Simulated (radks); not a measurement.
Values are calculated unless marked as measured or tabulated.
Removal energies from the gadolinium ion Gd9+, [Kr] 4d10 4f4 5s2 5p3, by Delta-SCF beside the eigenvalue of the level emptied. Level of theory: scalar-relativistic Kohn-Sham, PBE, spin-polarised, spherical densities, finite nucleus; Fermi nuclear charge, rms radius of each element as measured or else 0.836 A^(1/3) + 0.57 fm (a radial shooting solver on a logarithmic mesh with Libxc functionals). Open shells are filled with parallel spins first.

removed from	final configuration	Delta-SCF (eV)	-eigenvalue (eV)
5p	[Kr] 4d10 4f4 5s2 5p2	161.08	152.75
4f	[Kr] 4d10 4f3 5s2 5p3	173.00	159.00
5s	[Kr] 4d10 4f4 5s1 5p3	183.74	175.11
4d	[Kr] 4d9 4f4 5s2 5p3	312.16	297.59
